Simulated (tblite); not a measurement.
Species: C7H11O3P.
Bonds: C1–C2, C2–O3 (double), C2–P4, P4–O5 (double), P4–C6, C6–C7, C6–O8 (double), P4–C9, C9–C10, C10–C11, C9–C11. Hydrogens: H12, H13, H14 on C1; H15, H16, H17 on C7; H18 on C9; H19, H20 on C10; H21, H22 on C11.

Computed with GFN2-xTB (tblite), gas phase: L-BFGS steps from a force-field or distance-geometry start until the largest atomic force falls under 0.01 eV/Å.

At the end of the run (lengths in Å): P4–C6 1.891, C2–P4 1.885, P4=O5 1.473, C6=O8 1.199, C2=O3 1.199, P4–C9 1.818, C1–C2 1.484, O5–P4–C9 115.0°, O5–P4–C6 109.4°, C1–C2–O3 127.5°, P4–C9–C11 114.8°, C1–C2–P4–O5 -49°, C2–P4–C6–C7 163°, C2–P4–C9–C10 156°, H12–C1–C2–O3 -129°, H15–C7–C6–P4 50°.

Problem. These geometries were met on the way; a selection of coordinates is given. Order them by energy above the end point, lowest first.
A. P4–C6 1.767, C2–P4 1.772, P4=O5 1.521, C6=O8 1.242, C2=O3 1.228, P4–C9 1.812, C1–C2 1.510, O5–P4–C9 104.2°, O5–P4–C6 115.8°, C1–C2–O3 121.8°, P4–C9–C11 120.4°, C1–C2–P4–O5 -47°, C2–P4–C6–C7 170°, C2–P4–C9–C10 159°, H12–C1–C2–O3 -93°, H15–C7–C6–P4 40°
B. P4–C6 1.891, C2–P4 1.884, P4=O5 1.473, C6=O8 1.198, C2=O3 1.199, P4–C9 1.804, C1–C2 1.493, O5–P4–C9 112.4°, O5–P4–C6 114.8°, C1–C2–O3 125.8°, P4–C9–C11 116.0°, C1–C2–P4–O5 -41°, C2–P4–C6–C7 171°, C2–P4–C9–C10 160°, H12–C1–C2–O3 -94°, H15–C7–C6–P4 38°
C. P4–C6 1.864, C2–P4 1.865, P4=O5 1.424, C6=O8 1.162, C2=O3 1.171, P4–C9 1.801, C1–C2 1.498, O5–P4–C9 109.0°, O5–P4–C6 116.7°, C1–C2–O3 125.8°, P4–C9–C11 117.6°, C1–C2–P4–O5 -44°, C2–P4–C6–C7 170°, C2–P4–C9–C10 161°, H12–C1–C2–O3 -92°, H15–C7–C6–P4 39°
D. P4–C6 1.862, C2–P4 1.866, P4=O5 1.462, C6=O8 1.210, C2=O3 1.207, P4–C9 1.790, C1–C2 1.483, O5–P4–C9 109.8°, O5–P4–C6 115.5°, C1–C2–O3 125.9°, P4–C9–C11 117.4°, C1–C2–P4–O5 -43°, C2–P4–C6–C7 171°, C2–P4–C9–C10 160°, H12–C1–C2–O3 -92°, H15–C7–C6–P4 39°
E. P4–C6 1.891, C2–P4 1.889, P4=O5 1.472, C6=O8 1.199, C2=O3 1.199, P4–C9 1.821, C1–C2 1.490, O5–P4–C9 115.2°, O5–P4–C6 112.8°, C1–C2–O3 126.0°, P4–C9–C11 116.2°, C1–C2–P4–O5 -40°, C2–P4–C6–C7 170°, C2–P4–C9–C10 160°, H12–C1–C2–O3 -96°, H15–C7–C6–P4 37°

Solution. E (0.058 eV), B (0.094 eV), D (0.157 eV), C (0.346 eV), A (0.614 eV).

| step | E above end (eV) | rms distance from the end, all atoms (Å) | largest force (eV/Å) | rms shift of all bonds from the end (Å) |
| --- | --- | --- | --- | --- |
| 11 | 0.058 | 0.273 | 0.107 | 0.002 |
| 4 | 0.094 | 0.279 | 0.339 | 0.004 |
| 2 | 0.157 | 0.282 | 0.947 | 0.011 |
| 1 | 0.346 | 0.282 | 3.635 | 0.017 |
| 0 | 0.614 | 0.285 | 5.502 | 0.040 |

Rows stand in the order of the answer.
